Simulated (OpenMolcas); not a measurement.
Hf2+: from RASSCF to RASPT2

```json
{
 "Program": "OpenMolcas",
 "Basis": "ANO-RCC-VQZP [9s8p6d4f3g2h]",
 "Scalar Hamiltonian": "DKH2, point nucleus",
 "Active space": "8 electrons in 8 orbitals (RAS1 5p, at most 2 holes; RAS2 5d)",
 "State averaging": "2S+1 = 3 even, 10 roots; 2S+1 = 1 even, 15 roots",
 "Spin-orbit coupling": "state interaction with AMFI integrals over the reference wave functions, term energies averaged over their components"
}
```

Methods on the same reference wave functions:
A. RASSCF
B. SS-RASPT2, IPEA 0.25 Eh, imaginary shift 0.1 Eh (closed shells correlated: 5s)

Energies in cm⁻¹ above 5d² ³F₂.

```
         Level      A      B
       5d² ³F₂    0.0    0.0
       5d² ³F₃   3495   3580
       5d² ³F₄   6898   6860
       5d² ³P₀  10954   9590
5d² ¹D₂ [60 %]  11052   9950
       5d² ³P₁  12748  11640
5d² ³P₂ [65 %]  16498  15370
       5d² ¹G₄  17731  14950
       5d² ¹S₀  34585  28370
```

From A to B the spin-free energies of the other terms of 5d² shown, above ³F, scale by factors of 0.77 to 0.87, as is usual when dynamic correlation screens the repulsion within a d or f shell.

The lowest spin-free term lies below A's lowest term by 0.199 hartree in B.

CASPT2 does not keep the components of a term degenerate, so their means are used; among the terms shown or strongly mixed into the levels shown the widest spread is 440 cm-1 (5d² ¹G, B). Active for correlation alone: 5p; no level in the range computed is led by a configuration that opens it, so any true level of that kind is missing. Without dynamic correlation excited terms often stand tens of per cent too high (terms of higher spin than the ground term too low), and those without a measured partner can miss by more than the paired ones (holds for A). Only configurations of the active space appear.

A share in square brackets marks a mixed level and gives the weight of the term that names it, the lowest over the columns.
